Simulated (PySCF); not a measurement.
Compound: C5H10GeSi.
Numbering: `[CH:1]#[C:2][C@H:3]([GeH3:4])[SiH2:5][CH:6]=[CH2:7]` (hydrogens: H8 on C1; H9 on C3; H10, H11, H12 on Ge4; H13, H14 on Si5; H15 on C6; H16, H17 on C7)

Level of theory: PySCF 2.14.0, PBE0-D3(BJ)/def2-SVP geometry optimisation, gas phase.

Problem. List the bond lengths, angles and torsions at this level.

Solution. 
| bond | length (Å) | order |
| --- | --- | --- |
| C1≡C2 | 1.214 | triple |
| C2–C3 | 1.444 | single |
| C3–Ge4 | 1.980 | single |
| C3–Si5 | 1.904 | single |
| Si5–C6 | 1.869 | single |
| C6=C7 | 1.338 | double |
| C1–H8 | 1.074 | single |
| C3–H9 | 1.105 | single |
| Ge4–H10, Ge4–H11, Ge4–H12 | 1.538 | single |
| Si5–H13 | 1.494 | single |
| Si5–H14 | 1.494 | single |
| C6–H15 | 1.098 | single |
| C7–H16 | 1.096 | single |
| C7–H17 | 1.096 | single |

Bonds in one row agree within 0.01 Å and their mean is given. Orders are formal, as drawn. A selection of angles:
| angle | degrees |
| --- | --- |
| C2–C1–H8 | 179.2 |
| C1–C2–C3 | 177.3 |
| C2–C3–Ge4 | 109.9 |
| C2–C3–Si5 | 109.9 |
| C2–C3–H9 | 110.7 |
| Ge4–C3–Si5 | 112.5 |
| Ge4–C3–H9 | 106.5 |
| Si5–C3–H9 | 107.2 |
| C3–Ge4–H10 | 108.9 |
| H10–Ge4–H11 | 109.6 |
| C3–Si5–C6 | 110.6 |
| C3–Si5–H13 | 109.1 |
| C3–Si5–H14 | 107.6 |
| C6–Si5–H13 | 108.7 |
| C6–Si5–H14 | 110.9 |
| H13–Si5–H14 | 109.9 |
| Si5–C6–C7 | 123.1 |
| Si5–C6–H15 | 119.1 |
| C7–C6–H15 | 117.8 |
| C6–C7–H16 | 122.1 |
| C6–C7–H17 | 121.8 |
| H16–C7–H17 | 116.0 |

Dihedral angles: C2–C3–Si5–C6 -179° (antiperiplanar); C3–Si5–C6–C7 113° (anticlinal).

Si5 (SiH2 silicon) is tetrahedral (angles from 107.6° to 110.9°). The 2 C–Si bonds span 1.869 Å (Si5–C6, drawn single) to 1.904 Å (C3–Si5, drawn single), a spread of 0.035 Å. Ge4 (germanium bonded to C and 3 H) is tetrahedral (angles from 108.9° to 110.1°). The 3 C–C bonds span 1.214 Å (C1≡C2, drawn triple) to 1.444 Å (C2–C3, drawn single), a spread of 0.230 Å.

Point group: C1 (no symmetry element, even within 0.4 Å). Stationary, but not proved a minimum. One conformer, not necessarily the lowest.

Hardware: one thread of an Arm Neoverse N1 (shared host). Cost: 4.5 min wall, 0.74 GiB resident at most. These figures are those of the optimisation.
